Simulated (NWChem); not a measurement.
System: BeSiH$_{3}$Cl; SMILES [SiH3][Be][Cl]

```xyz
6

Be     0.0000     0.0000    -0.1617
Cl     0.0000     0.0000    -1.9849
Si     0.0000     0.0000     2.0076
H      0.5524    -1.2790     2.5588
H     -1.3839     0.1611     2.5588
H      0.8315     1.1179     2.5588
```
Atoms are numbered in this order, from 1.

Level: PBE0/def2-SVP (NWChem), optimised geometry, unscaled harmonic frequencies. 

| frequency (cm⁻¹) | IR intensity (km/mol) |
|---|---|
| 167 | 20.2 |
| 167 | 20.2 |
| 320 | 3.5 |
| 488 | 0.1 |
| 488 | 0.1 |
| 862 | 207.3 |
| 933 | 35.3 |
| 933 | 35.3 |
| 1001 | 119.4 |
| 2210 | 40.9 |
| 2215 | 85.7 |
| 2215 | 85.7 |

```json
{
 "zero_point_energy": "17.1 kcal/mol",
 "thermal correction to the enthalpy at 298.15 K (with zero-point energy)": "20.9 kcal/mol",
 "heat capacity Cv": "15.8 cal/(mol K)",
 "entropy at 298.15 K and 1 atm (symmetry number 3)": "69.3 cal/(mol K)",
 "dipole_moment": "0.25 D"
}
```

Rigid rotor and harmonic oscillator.
